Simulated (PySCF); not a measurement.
Computed IR spectrum (relative IR intensity) of a molecule C₂H₄F₂OSi. The structure is a stationary point at B3LYP-D3(BJ)/def2-SVP. One conformer was computed; it need not be the lowest. Method: PySCF with B3LYP-D3(BJ)/def2-SVP. Frequencies are harmonic and unscaled.

Lines under 2 % of the strongest are left out, and lines within 2 cm⁻¹ are merged.

ν (cm⁻¹): 339 (w), 428 (w), 481 (w), 541 (w), 700 (w), 737 (w), 903 (vs), 940 (m), 949 (m), 1114 (vs), 1131 (m), 1165 (m), 1335 (m), 1370 (w), 1811 (s), 2242 (m), 2252 (m), 2261 (m), 3088 (m) (against the strongest line: vs over 80 %, s over 45 %, m over 15 %, w over 4 %, vw less)

Question: Which molecule gave these data?
A) FC1(F)OC[SiH2]1
B) FC(F)=CO[SiH3]
C) CC(=O)[SiH](F)F
D) O=C([SiH3])C(F)F

Answer: D, O=C([SiH3])C(F)F
